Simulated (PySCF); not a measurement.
**AgBr at M06-2X**

Level: M06-2X. basis Ag x2c-TZVPPall, Br x2c-TZVPPall; spin-free X2C with a Gaussian nucleus; PySCF 2.14.

```
state                                            : ¹Σ⁺ (singlet), closed shell
bond length                                      : 245.9 pm
harmonic wavenumber                              : 232 cm⁻¹
force constant                                   : 1.44 mdyn/Å
rotational constant Be                           : 0.06138 cm⁻¹
anharmonicity ωexe                               : 0.493 cm⁻¹
vibration–rotation constant αe                   : 0.000202 cm⁻¹
well depth De to Ag (4d10 5s1) + Br              : 65.4 kcal/mol
dissociation energy D0                           : 65.0 kcal/mol
HOMO–LUMO gap                                    : 5.75 eV
bond order (Mayer)                               : 0.91
dipole moment (positive dipole means Ag(−)Br(+)) : -6.03 D
```

Spin–orbit coupling is left out, which matters for elements this heavy, above all for dissociation energies.
